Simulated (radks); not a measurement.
The numbers below are computed, except where a source is named.
Problem. The mean radii <r> (bohr) of the occupied orbitals of an atom or ion are listed with their occupations. Code: a radial shooting solver on a logarithmic mesh with Libxc functionals. Model: Dirac Kohn-Sham, PBEsol, spin-unpolarised, spherical densities, point nucleus.

orbital  occ.      <r>
1s1/2       2  0.02112
2s1/2       2  0.08924
2p1/2       2  0.07439
2p3/2       4  0.08144
3s1/2       2   0.2342
3p1/2       2   0.2238
3p3/2       4   0.2372
3d3/2       4   0.2097
3d5/2       6   0.2138
4s1/2       2   0.5301
4p1/2       2   0.5407
4p3/2       4   0.5714
4d3/2       4   0.6041
4d5/2       6   0.6150
5s1/2       2    1.294
5p1/2       2    1.451
5p3/2       3    1.549
4f5/2       6   0.8460
4f7/2       4   0.8621
5d3/2       1    2.333

Name the element and its charge. Open shells, if any, fill j = l - 1/2 first.

Solution. Z = 66, dysprosium, charge +2: Dy2+ in [Kr] 4d10 4f10 5s2 5p5 5d1. The 1s radius gives Z: for a bare nucleus <r> = (2 gamma + 1)/(2Z) with gamma = sqrt(1 - (Z/c)^2), 0.02085 bohr for Z = 66, and screening makes it slightly larger (0.02112 here). The occupations add up to 64, and the charge is Z minus that.
